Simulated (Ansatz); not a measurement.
**Strength of the Si–H bond: C2H8O2Si → C2H7O2Si + H**

Species: C2H8O2Si `CO[SiH](C)O`, singlet; C2H7O2Si `CO[Si](C)O`, doublet; H atom, doublet. 

Shapes, held fixed at every level: PBE0-D4/def2-TZVP. Flexible molecules stand in one conformer, not always the lowest. Programs: Ansatz 0.2.0. Electronic energies: no zero-point or thermal term.

```csv
level,kind,ΔE (kJ/mol),less CCSD(T)/CBS estimate
HF/def2-TZVPP,Hartree–Fock,+338.2,-83.1
PBE-D4/def2-TZVPP,GGA,+387.2,-34.1
r2SCAN-D4/def2-TZVPP,meta-GGA,+396.8,-24.5
PBE0-D4/def2-TZVPP,global hybrid,+396.3,-25.0
B2PLYP/def2-TZVPP,double hybrid,+409.9,-11.4
MP2/def2-TZVPP,perturbation theory,+405.6,-15.7
CCSD/def2-TZVPP,coupled cluster or CI,+416.5,-4.8
CCSD(T)/CBS estimate,coupled cluster or CI,+421.3,0.0
```

The highest level, CCSD(T)/CBS estimate, gives ΔE = +421.3 kJ/mol; the levels span +338.2 to +421.3. The column of differences is taken from that level and isn't an error. Hartree–Fock misses the correlation of the pair that is broken and comes out low. No measured value is set beside it here. Open shells run unrestricted unless RO is named. The CBS estimate extrapolates MP2 from def2-TZVPP and def2-QZVPP and adds CCSD(T) − MP2 in the triple-zeta set, cores frozen.
